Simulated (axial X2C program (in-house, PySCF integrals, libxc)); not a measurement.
Which molecule has these constants?

Calculated with an in-house all-electron X2C program for linear molecules (integrals from PySCF), spin-free (one-electron X2C) or two-component (2c: spin–orbit coupling with atomic mean-field Coulomb and Gaunt terms, which also bring small scalar terms), in Dyall basis sets with cores contracted in-house; open shells are unrestricted.

A two-component PBE0 calculation in a Dyall 3-zeta basis gave Re = 2.152 Å, ωe = 426.1 cm⁻¹, De = 2.78 eV, dipole magnitude 8.18 D, Ω = 1/2.

**Question.** Which molecule is it?
A. KO
B. KS
C. KTe
D. KSe

**Answer.** A. The others have KSe 2.939 Å and 196.2 cm⁻¹ (Ω = 3/2); KTe 3.160 Å and 167.8 cm⁻¹ (Ω = 3/2); KS 2.812 Å and 253.4 cm⁻¹ (Ω = 3/2).

Each entry is the lowest single determinant of a limited PBE0 search at one distance. De goes to single-determinant-based atoms at the same level (for ions the charge split of lowest energy) and is withheld (n/a) where an atom does not fit its ground term or J level. Main or longest-lived isotopes. One determinant is a doubtful description, or other states lie close, for KO, KSe, KTe, KS; these need not be ground states, and all values refer to the states named. Some light 2c atoms are not at their ground J level, so De misses part of their lowering (0.04 eV or less). The functionals have no current term, which raises determinants with orbital currents.
